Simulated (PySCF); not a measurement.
SMILES c1cc(C=C)sc1C(C)=O (GFN2-xTB optimised geometry):

```
18

C     -2.331    -2.737     0.006
C     -1.002    -2.771     0.000
C     -0.150    -1.612     0.000
C      1.228    -1.612     0.000
C      1.781    -0.329     0.000
C      0.829     0.665     0.000
C      0.974     2.114    -0.002
C      2.394     2.632    -0.004
O      0.010     2.851    -0.001
S     -0.775     0.002     0.000
H     -2.868    -1.803     0.013
H     -2.920    -3.637     0.006
H     -0.477    -3.718    -0.006
H      1.812    -2.515     0.000
H      2.839    -0.139     0.000
H      2.920     2.277     0.879
H      2.918     2.274    -0.888
H      2.379     3.718    -0.006
```

Method: CAM-B3LYP/def2-SVP run with PySCF.

Question: What are the frontier orbital energies and the dipole moment?

Answer: HOMO-2 -8.75 eV, HOMO-1 -8.72 eV, HOMO -7.66 eV, LUMO -0.95 eV, LUMO+1 1.10 eV; dipole moment 3.53 D.

Meta-Löwdin charges at CAM-B3LYP/def2-SVP: C1 -0.22, C2 -0.09, C3 -0.08, C4 -0.14, C5 -0.11, C6 -0.16, C7 0.36, C8 -0.33, O9 -0.42, S10 0.28, H11 0.11, H12 0.11, H13 0.11, H14 0.11, H15 0.12, H16 0.11, H17 0.11, H18 0.12.
